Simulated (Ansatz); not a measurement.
`[CH3][SbH][CH2]O` + H₂ → `[CH3][SbH2]` + CH₃OH  (hydrogenolysis of the Sb–C bond)

Computed with Ansatz on PBE0-D4/def2-TZVP structures; ΔE is electronic, products minus reactants. CBS: MP2 limit from def2 TZ/QZ plus the TZ coupled-cluster correction, frozen cores. This one scheme is used for every species. DFT in def2-TZVPP. B3LYP here is the variant with VWN-RPA as its local correlation; programs differ in this. Elements past krypton have def2 core potentials. For Sb outer-core shells are correlated without core-valence functions, which leaves a few kJ/mol of doubt a bond. One conformer a species, not always the lowest.

CCSD(T)/CBS gives -0.48 eV.

Problem. Another level gave -0.58 eV. Which?
A. ωB97X-V/def2-TZVPP
B. B3LYP/def2-TZVPP
C. SCS-MP2/def2-TZVPP
D. HF/def2-TZVPP

Solution. A. ωB97X-V -0.58, HF/def2-TZVPP -0.92, B3LYP -0.66, SCS-MP2/def2-TZVPP -0.54 eV.

Largest T1 diagnostic among the species: 0.013.

From PBE to PBE0 (25 % exact exchange), in def2-TZVPP and without D4, ΔE moves by −0.09 eV. In def2-TZVPP, CCSD(T) changes the Hartree–Fock value by +0.37 eV (the triples alone add +0.08 eV) and MP2 by +0.46 eV.
